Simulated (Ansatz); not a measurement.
`C[N](C)[Ge]([F])([F])[F]` + HBr → `[F][Ge]([F])([F])[Br]` + `CNC` at 400 K and 1 bar (ligand exchange at a Ge–N bond).

Program: Ansatz. Geometries: PBE0-D4/def2-TZVP. ΔE: electronic, gas phase. CCSD(T)/CBS is the MP2 limit (def2-TZVPP, def2-QZVPP) plus CCSD(T) − MP2 in def2-TZVPP, frozen cores. For Br, Ge outer-core shells are correlated without core-valence functions, which leaves a few kJ/mol of doubt a bond. Scalar relativity is left out up to krypton. Each species was taken in one conformer, which may not be the lowest.

| species | CCSD(T)/CBS energy (Eh) | H − E (kJ/mol) | S (J/(mol·K)) |
| --- | --- | --- | --- |
| `C[N](C)[Ge]([F])([F])[F]` | -2510.03269 | 278.7 | 449.8 |
| HBr | -2573.91920 | 27.6 | 207.2 |
| `[F][Ge]([F])([F])[Br]` | -4948.96178 | 50.0 | 364.7 |
| `CNC` | -135.00321 | 264.6 | 293.2 |

H − E and S are ideal-gas, rigid-rotor, harmonic terms from PBE0-D4/def2-TZVP, for one conformer and one mirror image of each species. 1 Eh = 2625.50 kJ/mol, R = 8.31446 J/(mol·K).

Problem. By hand: ΔE, ΔH, ΔS and ΔG.

Solution. ΔE = (-4948.96178) + (-135.00321) − (-2510.03269) − (-2573.91920) = -0.01310 Eh = -34.4 kJ/mol. Δ(H − E) = 50.0 + 264.6 − 278.7 − 27.6 = 8.3, so ΔH = -26.1 kJ/mol. ΔS = 364.7 + 293.2 − 449.8 − 207.2 = 0.9 J/(mol·K). ΔG = -26.1 − 400 × (0.9)/1000 = -26.5 kJ/mol.

Problem. By hand: the equilibrium constant, and the temperature at which ΔG would vanish if ΔH and ΔS stayed fixed.

Solution. log₁₀ K = −ΔG/(RT ln 10) = 3.5. ΔH and −TΔS have one sign here, so there is no such temperature. One of them is within its doubt of zero, so this could turn.

The number of gas molecules stays the same, so ΔS is small and ΔH decides. A doubt of 5 kJ/mol in ΔE shifts log₁₀ K by 0.7 here. Other conformers and mirror images would add mixing entropy, several J/(mol·K) or more a flexible species. Modes under 60 cm⁻¹, often nearly free rotors, make the harmonic entropy too high. These are equilibria of isolated gas molecules and say nothing of rates. Largest T1 diagnostic: 0.012 (customary marks: 0.02 for closed shells, 0.045 for open ones).
